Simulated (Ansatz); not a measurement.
hydrogen selenide (SMILES [SeH2]) moved off its minimum; all values from Ansatz (a first-principles code), cores frozen in correlated methods.
(charge 0, multiplicity 1)
```xyz
3

Se    -0.01659     0.06446     0.03963
H     -1.04218    -0.97120    -0.02631
H      1.04950    -0.96523    -0.06241
```

Question: Give the forces (eV/Å), the total energy and the dipole at CCSD(T)/aug-cc-pVTZ.

Answer: 
```tsv
atom	Fx	Fy	Fz
Se1	0.411	-0.106	-0.016
H2	-0.190	-0.149	-0.009
H3	-0.221	0.255	0.025
```
Energy -2401.2512 hartree, dipole 0.67 D.
